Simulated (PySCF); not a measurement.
# How methods differ on the ionisation energy of P⁺

P⁺ [Ne] 3s2 3p2 (3P) → P²⁺ [Ne] 3s2 3p1 (2P), as a difference of total energies. Computed with PySCF 2.14 in def2-TZVPPD (6s5p4d1f, 48 functions), with the non-relativistic Hamiltonian (point nucleus). Correlated levels: valence: [Ne] frozen. The calculations carry no spin-orbit coupling.

| method | ionisation energy (eV) |
| --- | --- |
| UHF | 19.162 |
| MP2 (valence) | 19.609 |
| CCSD (valence) | 19.647 |
| CCSD(T) (valence) | 19.682 |

**Question.** Estimate what SCS-MP2 (valence) gives.

**Answer.** 19.518 eV, closest to MP2 (valence) among the rows shown.

**Question.** Estimate what CCSDT (valence) gives.

**Answer.** 19.691 eV, closest to CCSD(T) (valence) among the rows shown.

A first-order spin-orbit estimate (lowest level to lowest level, LS coupling) adds -0.007 eV.

Errors of the correlated levels include the incompleteness of this basis and the frozen core.

For comparison: 19.769 eV (semi-empirical (NIST evaluation); NIST Atomic Spectra Database, ionization energies).
